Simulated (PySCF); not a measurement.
Input for PySCF: U-HF/6-31G* on F2Mg (SMILES [F][Mg][F]), a point of a bond scan (R = 1.751 Å).

```python
from pyscf import gto, scf, dft, mp
from pyscf.data.elements import chemcore

mol = gto.M(
    atom='''
    Mg    0.00000000    0.00000000    0.00000000
    F     0.00000000    0.00000000    1.75100604
    F    -0.00000000   -0.00000000   -1.75100604
    ''',
    basis='6-31g*',
    cart=True,
    charge=0, spin=0, verbose=3, max_memory=1800)
mf = scf.UHF(mol)
mf.conv_tol = 1e-8
mf.max_cycle = 100
mf.init_guess_breaksym = True
mf.kernel()
if not mf.converged:
    mf = mf.newton().run(mf.mo_coeff, mf.mo_occ)
for _ in range(4):
    mo, _, stable, _ = mf.stability(return_status=True)
    if stable:
        break
    mf.kernel(mf.make_rdm1(mo, mf.mo_occ))
```

Output:

```
converged SCF energy = -398.601704289898  <S^2> = 9.3542951e-12  2S+1 = 1
<class 'pyscf.scf.uhf.UHF'> wavefunction is stable in the internal stability analysis
```

The run converged.

Cost: roughly 0.6 core-seconds.
